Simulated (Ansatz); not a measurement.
Caution, from a PySCF single point (B3LYP-D3(BJ)/def2-TZVPD) at this geometry: the highest occupied level lies above zero, so the state may not be bound. This singlet lies 0.78 eV below the relaxed triplet at the level frozen-core CCSD(T)/aug-cc-pVTZ // B3LYP-D3(BJ)/def2-TZVPD (Ansatz, an electronic-structure program).

Species: H$_{3}$B$_{2}$O, SMILES `B[B-]O` (lower singlet) (charge -1, multiplicity 1).

### Question
Give a relaxed geometry from B3LYP-D3(BJ)/def2-TZVPD in Ansatz.

### Answer
This is not unique; one that fits is the end point of this relaxation, one of several conformers (outside a Z-matrix the atoms follow the SMILES, hydrogens last).
Cartesian coordinates (Å) in one orientation:
```xyz
6

B     -1.073     0.092    -0.100
B      0.452     0.142    -0.050
O      1.818     0.200    -0.012
H     -1.648    -0.399    -1.047
H     -1.740     0.547     0.802
H      2.190    -0.582     0.407
```
